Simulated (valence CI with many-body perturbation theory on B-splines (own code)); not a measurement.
**Sensitivity of CI+MBPT for Ce53+**

Computed by relativistic CI+MBPT: three valence electrons over a frozen Dirac-Fock core [He], radial functions for each j: 6 s, 6 p, 5 d, 3 f, 1 g, with the one-electron correlation potential Σ1, the two-electron term Σ2, the three-electron term Σ3, Breit, model QED; selected CI, second order for the rest, scaled by the run's own slope (own B-spline code, finite nucleus).

No measured spectrum was set against this ion. As an estimate, large intervals hold to a few tenths of a per cent, small ones and those within an open d or f shell to about a per cent.

The reference run has the lowest level (2s^2 2p1/2) J=1/2 and an ionisation energy of 10834.6 eV. Its largest variational space holds 3680 state functions.

Levels are named by their leading jj configuration (3d3/2^4 stands for four electrons in 3d with j = 3/2), which in mixed levels can hold well under half, so a name can repeat and another be missing. Letters in brackets count levels of one name in rising energy.

Changed runs:
A. cutoff of virtual states (hartree) 6728 → 174000
B. highest l in the core sums 6 → 4; scale of Σ1 1 → 0.8
C. factor on the speed of light 1 → 10; QED terms on → off
D. cutoff of virtual states (hartree) 6728 → 522.67 (bad on purpose)

Excitation energies of the reference run in cm⁻¹, and shifts in cm⁻¹:

```tsv
Level	Reference	A	B	C	D
(2s 2p1/2^2) J=1/2	1470640	+120	+420	-690797	+1388
(2s^2 2p3/2) J=3/2	3958790	+85	-178	-3924072	-1050
(2s 2p1/2 2p3/2) J=3/2 [a]	4984000	+197	+236	-4191698	-337
(2s 2p1/2 2p3/2) J=5/2	5258070	+200	+235		+129
(2s 2p1/2 2p3/2) J=1/2	5691740	+202	+238		+549
(2s 2p1/2 2p3/2) J=3/2 [b]	5697580	+202	+235	-4286762	+797
(2p1/2^2 2p3/2) J=3/2	7257260	+306	+646		+1971
(2s 2p3/2^2) J=5/2	9088520	+280	+50		-1040
(2s 2p3/2^2) J=1/2	9736990	+283	+47		+112
(2s 2p3/2^2) J=3/2	9745000	+284	+50	-7858135	-224
(2p1/2 2p3/2^2) J=3/2	10932800	+387	+473		+313
(2p1/2 2p3/2^2) J=5/2	11099600	+388	+472	-8275353	+858
Ionisation energy (eV)	10834.6	+0.02	-0.085	-573.3	-0.5
```

A blank means that the level has no clear partner in that run.
